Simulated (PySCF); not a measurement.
Compound: C3F5O (doublet state).
Structure used (GFN2-xTB), in Å, numbered top down from 1:
```xyz
9
C3F5O angstrom
O     -0.100   -1.779   -0.681
C     -0.164   -0.644   -0.244
C     -1.369    0.039    0.066
F     -1.432    1.256    0.538
F     -2.552   -0.489   -0.092
C      1.116    0.203    0.031
F      2.213   -0.471   -0.274
F      1.109    1.333   -0.689
F      1.193    0.558    1.320
```

The hyperfine couplings belong to this conformer and change with its torsions.

Identity: `O=C([C](F)F)C(F)(F)F` [radical].

Computed with UKS B3LYP, pcH-1 on C F O, non-relativistic, mean-field spin-orbit, GIAO (PySCF). Isolated species at its GFN2-xTB geometry (one conformer only). Couplings are sensitive to structure, and on GFN2-xTB geometries they can be far from those on DFT ones. No stability test was run, so a lower SCF solution isn't excluded.

Principal values of hyperfine tensors in MHz (contact and dipolar terms together), for some of the nuclei:

```
atom  isotope       A1      A2      A3  alike by the symmetry of this geometry
  F4      19F   -91.29  -66.35  494.34                                    none
  F5      19F   -88.91  -63.18  483.95                                    none
  C3      13C     5.00    5.92  188.36                                    none
  O1      17O  -140.68   33.42   34.10                                    none
  F8      19F     4.42    6.13   28.44                                      F9
  C6      13C    -8.38   -8.35   -6.89                                    none
  F7      19F    -4.95   -1.28   -1.03                                    none
```

Problem. Split each tensor into its isotropic and traceless parts, and turn a_iso into mT with g = 2.0056.

Solution. a_iso = (A1 + A2 + A3)/3, Ti = Ai − a_iso; 1 mT corresponds to 28.070 MHz.

```
atom  a_iso (MHz)  a_iso (mT)       T1       T2      T3
  F4       112.23       3.998  -203.53  -178.58  382.11
  F5       110.62       3.941  -199.53  -173.80  373.33
  C3        66.43       2.366   -61.43   -60.51  121.94
  O1       -24.39      -0.869  -116.29    57.81   58.48
  F8        13.00       0.463    -8.58    -6.87   15.44
  C6        -7.87      -0.280    -0.51    -0.48    0.98
  F7        -2.42      -0.086    -2.53     1.14    1.39
```

Problem. What spin density at the nucleus of F5 lies behind its contact coupling (g_N = 5.25774)?

Solution. a_FC = (2μ0/3) gₑ μB g_N μN ρ(0)/(2S·h) = 800.24 MHz × g_N × ρ(0)/(2S), with ρ in bohr⁻³. With a_FC = 110.62 MHz and 2S = 1, ρ(0) = 0.02629 bohr⁻³.

Problem. C2 (13C, g_N = 1.40482) isn't in the table. Its spin density at the nucleus is -0.03491 bohr⁻³. What is its contact coupling?

Solution. By the same relation, a_FC = -39.3 MHz. Its full tensor has the principal values -44.45, -40.39, -32.91 MHz.

Problem. What first-order splitting does F5 cause when the field lies along A1, A2 or A3 of its tensor (g taken as isotropic, no quadrupole term)?

Solution. 2 lines (I = 1/2), spaced by |A_i|/(g × 13.996): 3.17, 2.25, 17.24 mT along the axes of A1, A2 and A3.
